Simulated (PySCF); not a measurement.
`CC1=CC=C(Cl)O1`. The geometry is computed with GFN2-xTB (gas phase).

```
atom  x, y, z in Å
C1    -1.9192    0.3040    0.0928
C2    -0.4543    0.0694    0.0194
C3     0.3057   -1.0358    0.2554
C4     1.6562   -0.6618    0.0272
C5     1.6068    0.6483   -0.3322
Cl6    2.8422    1.7422   -0.7498
O7     0.3425    1.1064   -0.3426
H8    -2.1415    1.0903    0.8127
H9    -2.4212   -0.6098    0.3943
H10   -2.3023    0.6212   -0.8760
H11   -0.0428   -2.0024    0.5558
H12    2.5292   -1.2727    0.1170
```

Q: Give the dihedral angles C3–C4–C5–Cl6, C1–C2–C3–C4, Cl6–C5–O7–C2, H8–C1–C2–O7, C3–C4–C5–O7, O7–C2–C3–C4.

A: C3–C4–C5–Cl6 180° (antiperiplanar); C1–C2–C3–C4 180° (antiperiplanar); Cl6–C5–O7–C2 180° (antiperiplanar); H8–C1–C2–O7 -59° (synclinal); C3–C4–C5–O7 0° (synperiplanar); O7–C2–C3–C4 0° (synperiplanar). Dihedral signs follow IUPAC: positive where, seen along the central bond, the front bond turns clockwise onto the rear one.

Q: What are the angles H9–C1–H10, C2–C1–H10, C5–C4–H12, C4–C5–Cl6?

A: From the scalar product of the two bond vectors; for H9–C1–H10 it is -0.3896 Å² over 1.0853 × 1.0890 Å², cos θ = -0.3297. H9–C1–H10 109.2°; C2–C1–H10 110.4°; C5–C4–H12 127.0°; C4–C5–Cl6 131.1°.

Q: Where is the centre of mass (commonest isotopes), and what is the radius of gyration?

A: Mass 116.003 u; centre at (0.990, 0.589, -0.258) Å; Rg = √(Σ m r²/M) = 1.948 Å. As Ia + Ib + Ic = 2 Σ m r², the three principal moments sum to 880.4 u·Å².

Q: How far apart are these pairs, which share no bond: C1···O7, C1···H12, C2···H10, C4···H8, C4···H10, O7···H9?

A: C1···O7 2.439 Å (2 bonds apart); C1···H12 4.720 Å (4 bonds apart); C2···H10 2.126 Å (2 bonds apart); C4···H8 4.256 Å (4 bonds apart); C4···H10 4.258 Å (4 bonds apart); O7···H9 3.336 Å (3 bonds apart).

Q: Write the matrix of distances between heavy atoms (Å, lower triangle).

A: 
```
C1    0.000
C2    1.485  0.000
C3    2.602  1.362  0.000
C4    3.704  2.234  1.420  0.000
C5    3.568  2.170  2.208  1.359  0.000
Cl6   5.045  3.776  3.894  2.791  1.702  0.000
O7    2.439  1.357  2.224  2.234  1.345  2.611  0.000
```

The point group is Cs within 0.08 Å; differences among equivalent distances and angles are scatter left by the optimiser. No GFN2-xTB frequencies stand behind this structure, so it isn't proved a minimum.
